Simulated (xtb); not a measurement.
NP, charge +1, doublet, from a rough starting geometry (a state made from the parent by changing its charge; the spin is typed, not shown lowest); GFN2-xTB (xtb 6.7.1).

Here is a job for xtb.
```
$ xtb mol.xyz --gfn 2 --chrg 1 --uhf 1 --opt vtight --json

# file mol.xyz
2

N      0.73667214     0.04389029    -0.03046006
P     -0.76239884     0.00820046    -0.03509950
```

**Question.** Write the output that xtb gives for this input, abridged.

**Answer.** 
```
   ID    Z sym.   atoms
    1    7 N      1
    2   15 P      2

           -------------------------------------------------
          |                Calculation Setup                |
           -------------------------------------------------

           -------------------------------------------------
          |                 G F N 2 - x T B                 |
           -------------------------------------------------

          ...................................................
          :                      SETUP                      :
          :.................................................:
          :  # basis functions                  14          :
          :  # atomic orbitals                  13          :
          :  # shells                            5          :
          :  # electrons                         9          :
          :  max. iterations                   250          :
          :  Hamiltonian                  GFN2-xTB          :
          :  restarted?                      false          :
          :  GBSA solvation                  false          :
          :  PC potential                    false          :
          :  electronic temp.          300.0000000     K    :
          :  accuracy                    1.0000000          :
          :  -> integral cutoff          0.2500000E+02      :
          :  -> integral neglect         0.1000000E-07      :
          :  -> SCF convergence          0.1000000E-05 Eh   :
          :  -> wf. convergence          0.1000000E-03 e    :
          :  Broyden damping             0.4000000          :
          :  net charge                          1          :
          :  unpaired electrons                  1          :
          ...................................................

 iter      E             dE          RMSdq      gap      omega  full diag
   1     -4.3077320 -0.430773E+01  0.261E+01    5.84       0.0  T
   2     -4.3415731 -0.338411E-01  0.187E+01    3.16       1.0  T
   3     -4.7389713 -0.397398E+00  0.132E+01    4.87       1.0  T
   4     -4.8438086 -0.104837E+00  0.370E+00    3.98       1.0  T
   5     -4.8648013 -0.209927E-01  0.683E-01    4.23       1.0  T
   6     -4.8650335 -0.232242E-03  0.204E-01    4.18       1.0  T
   7     -4.8650306  0.297591E-05  0.209E-01    4.20       1.0  T
   8     -4.8650585 -0.278876E-04  0.189E-02    4.20       3.7  T
   9     -4.8650585 -0.544834E-07  0.140E-02    4.20       5.0  T
[...]
         :: total energy              -4.816315202549 Eh    ::
 * total energy  :    -4.8163152 Eh     change       -0.1533884E-11 Eh
 * total energy  :    -4.8194956 Eh     change       -0.3180440E-02 Eh
 * total energy  :    -4.8198213 Eh     change       -0.3256398E-03 Eh
 * total energy  :    -4.8198432 Eh     change       -0.2187198E-04 Eh
 * total energy  :    -4.8198432 Eh     change       -0.5506853E-07 Eh
 * total energy  :    -4.8198432 Eh     change       -0.1620198E-07 Eh
   *** GEOMETRY OPTIMIZATION CONVERGED AFTER 6 ITERATIONS ***
         :: total energy              -4.819843225454 Eh    ::
[...]
         6                         -0.5741659             -15.6238 (LUMO)
         7                         -0.5741659             -15.6238
         8                         -0.3116128              -8.4794
         9                         -0.2312924              -6.2938
        10                         -0.2312924              -6.2938
        11                         -0.0848815              -2.3097
        12                         -0.0848815              -2.3097
        13                          0.7605214              20.6948
      -------------------------------------------------------------
                  HL-Gap            0.1633316 Eh            4.4445 eV
             Fermi-level           -0.7002071 Eh          -19.0536 eV

     #   Z          covCN         q      C6AA      α(0)
     1   7 N        0.861     0.050    20.598     6.588
     2  15 P        0.861     0.950   145.305    22.404

 Mol. C6AA /au·bohr⁶  :        271.784275
 Mol. C8AA /au·bohr⁸  :      12205.821454
 Mol. α(0) /au        :         28.992076

Wiberg/Mayer (AO) data.
largest (>0.10) Wiberg bond orders for each atom

 ---------------------------------------------------------------------------
     #   Z sym  total        # sym  WBO       # sym  WBO       # sym  WBO
 ---------------------------------------------------------------------------
     1   7 N    2.984 --     2 P    2.984
     2  15 P    2.984 --     1 N    2.984
 ---------------------------------------------------------------------------

Topologies differ in total number of bonds
Writing topology from bond orders to xtbtopo.mol

molecular dipole:
                 x           y           z       tot (Debye)
 q only:       -1.257       0.020      -0.066
   full:       -1.076       0.024      -0.065       2.740
molecular quadrupole (traceless):
                xx          xy          yy          xz          yz          zz
 q only:        1.935      -0.025      -0.970       0.126      -0.002      -0.964
  q+dip:        3.159       0.033      -1.581       0.115      -0.002      -1.577
   full:        1.410      -0.030      -0.708       0.106      -0.002      -0.702

optimized geometry written to: xtbopt.xyz

           -------------------------------------------------
          | TOTAL ENERGY               -4.819843225454 Eh   |
          | GRADIENT NORM               0.000000613267 Eh/α |
          | HOMO-LUMO GAP               4.444479816990 eV   |
           -------------------------------------------------
```
